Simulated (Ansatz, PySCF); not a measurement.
HO3W, SMILES [O]=[W+](=[O])[OH], charge +1, multiplicity 1. Atoms are numbered in the order given.

```xyz
5

W      0.0511    -0.2913     0.0000
O      0.6767     0.5431    -1.3104
O      0.6767     0.5431     1.3104
O     -1.7273     0.0520     0.0000
H     -2.4207     0.7342     0.0000
```
Charge +1, spin multiplicity 1.

The structure is a stationary point at PBE0-D3(BJ)/def2-SVP. The multiplicity is an assumed one; other spin states were not compared. The isomer is the one that the SMILES or the coordinates give; other isomers of the formula were not compared. The def2 effective core potentials stand for the cores of W; spin–orbit coupling is left out. Other conformers were not sampled.

Two levels are set side by side: PBE-D3(BJ)/def2-SVP (Ansatz, a program for electronic structure) and PBE0-D3(BJ)/def2-SVP (Ansatz). Each level has its own optimised geometry; the coordinates shown are those of the second. Frequencies come from the Hessian of PySCF at each geometry. Differences are taken from unrounded values.

| quantity | PBE0-D3(BJ) |
|---|---|
| mean bond length (Å) | 1.533 |
| bond W1–O2 (Å) | 1.675 |
| bond W1–O3 (Å) | 1.675 |
| bond W1–O4 (Å) | 1.811 |
| bond O4–H5 (Å) | 0.973 |
| highest harmonic wavenumber (cm⁻¹) | 3801 |
| mean harmonic wavenumber (cm⁻¹) | 955 |
| zero-point energy (kcal/mol) | 12.29 |

Question: What does PBE-D3(BJ) give, and how far is it from PBE0-D3(BJ)? (The exact figures need the calculation; the answer reports its results.)

Answer: 
```
quantity                            PBE-D3(BJ)  PBE-D3(BJ) minus PBE0-D3(BJ)
----------------------------------  ----------  ----------------------------
mean bond length (Å)                     1.552                         0.019
bond W1–O2 (Å)                           1.698                         0.024
bond W1–O3 (Å)                           1.698                         0.024
bond W1–O4 (Å)                           1.828                         0.017
bond O4–H5 (Å)                           0.984                         0.011
highest harmonic wavenumber (cm⁻¹)        3649                          -152
mean harmonic wavenumber (cm⁻¹)            915                           -41
zero-point energy (kcal/mol)             11.77                         -0.52
```

GGA bonds tend to be longer and softer than those of functionals with exact exchange. Differences between two approximate levels are no errors against the true value.
